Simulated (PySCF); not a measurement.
## Computed structure and properties of [PbF3(NH3)]+

System: [PbF3(NH3)]+ (singlet); start: displaced along the imaginary mode (C3). Method: PySCF 2.14.0, RKS PBE0, Pb def2-SVP with ECP60, F def2-SVP, N def2-SVP, H def2-SVP; non-relativistic Hamiltonian with scalar-relativistic core potentials where named; density fitting; no spin-orbit coupling.

Input of the relaxation:

```python
mol = gto.M(atom='''
Pb     0.04635    -0.04635     0.04635
F      1.03262     1.37457     1.02346
F     -1.37457    -1.02346     1.03262
F      1.02346    -1.03262    -1.37457
N     -1.28855     1.28855    -1.28855
H     -2.07100     1.71745    -0.72048
H     -0.72048     2.07100    -1.71745
H     -1.71745     0.72048    -2.07100''',
    basis={'Pb': 'def2-SVP', 'F': 'def2-SVP', 'N': 'def2-SVP', 'H': 'def2-SVP'},
    ecp={'Pb': 'def2-SVP'},
    charge=1, spin=0)
mf = dft.RKS(mol, xc='PBE0')
mf.grids.atom_grid = (50, 194)
mf = mf.density_fit()  # fitting sets: Pb def2-universal-JKFIT, F def2-universal-JKFIT, N def2-universal-JKFIT, H def2-universal-JKFIT
mf.conv_tol = 1e-08; mf.max_cycle = 55
mf.kernel(dm0)  # dm0: converged density of the start geometry
# quasi-Newton relaxation in Cartesian coordinates to a largest gradient under 0.00045 Eh/bohr, steps kept in the point group
```

Run from Python with OMP_NUM_THREADS=2; the lines above give its settings. Where DIIS fails, smearing, a level shift and second-order steps follow.
It took 120 s on 2 threads of Arm Neoverse V2 (shared host), from the converged density of the start.

Course of the relaxation:

```
step  energy above end (eV)  largest force component within the symmetry (eV/Å)
   0                 0.0864                                               0.832
   1                 0.0306                                               0.067
   2                 0.0295                                               0.018
   3                 0.0287                                               0.068
   4                 0.0281                                               0.084
   5                 0.0269                                               0.085
   6                 0.0256                                               0.036
   7                 0.0257                                               0.096
  20                 0.0070                                               0.019
  21                 0.0047                                               0.021
  22                 0.0013                                               0.205
  23                 0.0009                                               0.128
  24                 0.0003                                               0.023
  25                 0.0000                                               0.005
```
(The steps between are left out.)

Relaxed geometry (C3):

```xyz
8

Pb    0.0425   -0.0425    0.0425
F     1.2993    1.3391    0.7226
F    -1.3391   -0.7226    1.2993
F     0.7226   -1.2993   -1.3391
N    -1.2897    1.2897   -1.2897
H    -2.2842    1.0668   -1.1542
H    -1.1542    2.2842   -1.0668
H    -1.0668    1.1542   -2.2842
```

| contact | Å |
| --- | --- |
| Pb1–F2 (F) | 1.988 |
| Pb1–F3 (F) | 1.988 |
| Pb1–F4 (F) | 1.988 |
| Pb1–N5 (NH3) | 2.307 |

On the finer grid (75, 302):

```yaml
HOMO: -16.55 eV
LUMO: -10.47 eV
Dipole_about_the_centre_of_mass: 7.52 D
Set_of_Mulliken_populations_of_Pb1_outside_the_core_potential: s 3.12, p 7.08, d 10.28
D3_BJ_dispersion_energy_not_in_the_energies: -0.119 eV
```

| atom | Mulliken (e) | Löwdin (e) | spin (e) |
| --- | --- | --- | --- |
| Pb1 | 1.51 | 1.12 | 0.00 |
| F2 | -0.32 | -0.21 | 0.00 |
| F3 | -0.32 | -0.21 | 0.00 |
| F4 | -0.32 | -0.21 | 0.00 |
| N5 | -0.27 | 0.08 | 0.00 |
| H6 | 0.24 | 0.14 | 0.00 |
| H7 | 0.24 | 0.14 | 0.00 |
| H8 | 0.24 | 0.14 | 0.00 |

On the grid (50, 194), as all that follows. Harmonic modes: a minimum; lowest 91 cm⁻¹ (negative: unstable), highest 3547 cm⁻¹, zero-point energy 1.204 eV.

Taking off one F (charge -1, singlet; the rest: singlet) in vacuum, both parts rigid, costs 17.74 eV; the small basis without counterpoise inflates it. Most of it is the attraction of opposite charges; other ways to part are cheaper, and one spin state was tried for the rest.

Rigid scan of F along the line from its metal:

distance to F2 (Å), energy (eV) and a bar:
```
     1.69      1.881 #############
     1.79      0.699 #####
     1.89      0.148 #
     1.99      0.000 
     2.09      0.106 #
     2.19      0.361 ###
     2.39      1.077 ########
     2.69      2.197 ###############
     3.09      3.363 ########################
     3.59      4.272 ##############################
```

Taking off one NH3 (charge 0, singlet; the rest: singlet) in vacuum, both parts rigid, costs 3.35 eV; the small basis without counterpoise inflates it.

Rigid scan of NH3 along the line from its metal:

distance to N5 (Å), energy (eV) and a bar:
```
     2.01      0.634 ##########
     2.11      0.241 ####
     2.21      0.052 #
     2.31      0.000 
     2.41      0.040 #
     2.51      0.140 ##
     2.71      0.431 #######
     3.01      0.924 ##############
     3.41      1.493 #######################
     3.91      1.985 ##############################
```

One start shape was tried, so this needn't be the lowest isomer.
